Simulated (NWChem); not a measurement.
CH₄AlFS; SMILES [F][Al]([CH3])[SH]

```xyz
8

Al    -0.0530     0.4026    -0.1008
F     -1.5664     1.0323    -0.4044
C      1.4816     1.5830    -0.0222
H      1.5944     2.1244    -0.9761
H      2.4264     1.0580     0.1846
H      1.3361     2.3444     0.7619
S     -0.0243    -1.7600     0.1760
H      1.3124    -1.7897     0.3778
```
Atoms are numbered in this order, from 1.

All runs: NWChem. Pople sets run with spherical d functions. The geometry was optimised at PBE0/def2-SVP. Atomic charges in e: unrestrained fits to the electrostatic potential beside Mulliken populations; buried atoms are poorly determined by the fit.

For level B3LYP/def2-SVP:

| Property | Result |
|---|---|
| ESP Al1 | 0.84 |
| Mulliken Al1 | 0.78 |
| Mulliken F2 | -0.39 |
| ESP C3 | -0.53 |
| Mulliken C3 | -0.34 |
| Mulliken S7 | -0.27 |

Question: Estimate the same quantities for level Hartree-Fock/6-31G*.

Answer: 
| Quantity | Value |
|---|---|
| ESP Al1 | 1.07 |
| Mulliken Al1 | 1.12 |
| Mulliken F2 | -0.60 |
| ESP C3 | -0.68 |
| Mulliken C3 | -0.82 |
| Mulliken S7 | -0.38 |
